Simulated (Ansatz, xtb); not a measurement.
**C3H4ClFSi: which of two isomers lies lower**

We compare I, `F[Si@@H]1C=C[C@H]1Cl`, a singlet, with II, `CC#C[Si@H](F)Cl`, a singlet. Both are isolated molecules in the gas phase, relaxed with PBE-D3(BJ)/def2-SVP.

Quicker runs give these differences E(II) − E(I): GFN2-xTB −144.0 kJ/mol; HF/STO-3G −125.4 kJ/mol (at GFN2-xTB geometries); r2SCAN-D4/def2-SVP −127.4 kJ/mol (at GFN2-xTB geometries).

Question: Estimate E(II) − E(I) at the level CCSD(T)/def2-SVP + ΔMP2/def2-TZVPP.

Answer: Calculated at CCSD(T)/def2-SVP + ΔMP2/def2-TZVPP: E(II) − E(I) = −131.2 kJ/mol, so structure II lies lower.

Level by level:

| level | geometry | E(II) − E(I) (kJ/mol) | departure from the last row (kJ/mol) | job, with rough time for the two |
| --- | --- | --- | --- | --- |
| GFN2-xTB | GFN2-xTB | −144.0 | −12.8 | optimisation, 0.29 s |
| HF/STO-3G | GFN2-xTB | −125.4 | +5.7 | single point, 0.97 s |
| r2SCAN-D4/def2-SVP | GFN2-xTB | −127.4 | +3.8 | single point, 5 s |
| PBE-D3(BJ)/def2-SVP | PBE-D3(BJ)/def2-SVP | −103.0 | +28.2 | optimisation, 42 s |
| HF/def2-SVP | PBE-D3(BJ)/def2-SVP | −157.0 | −25.8 | part of the CCSD(T) run |
| MP2/def2-SVP | PBE-D3(BJ)/def2-SVP | −141.1 | −9.9 | part of the CCSD(T) run |
| CCSD(T)/def2-SVP | PBE-D3(BJ)/def2-SVP | −131.7 | −0.5 | single point |
| CCSD(T)/def2-SVP + ΔMP2/def2-TZVPP | PBE-D3(BJ)/def2-SVP | −131.2 |  | single point, 65 s |

As drawn, II has 1 C≡C, 1 Cl–Si in place of 1 C–Si, 1 C=C, 1 C–Cl. Structure I has a 4-membered ring, II no ring.

None of the levels shown reverses the order. The largest departure from CCSD(T)/def2-SVP + ΔMP2/def2-TZVPP is that of PBE-D3(BJ)/def2-SVP, 28.2 kJ/mol. The last row adds to CCSD(T) the change of the MP2 difference between the two basis sets, here +0.5 kJ/mol.

With thermal terms from frequencies at re-optimised GFN2-xTB minima (ideal gas, soft modes damped towards free rotors, one conformer each, 298.15 K, 1 atm): on the last row, ΔE + ΔZPE = −133.5, ΔH = −129.3, ΔG = −140.5 kJ/mol.

The correlated steps freeze 14 core orbitals. Programs: Ansatz 0.2.0, xtb 6.7.1; the last row on 2 threads of Intel(R) Xeon(R) Processor @ 2.70GHz on a shared host.
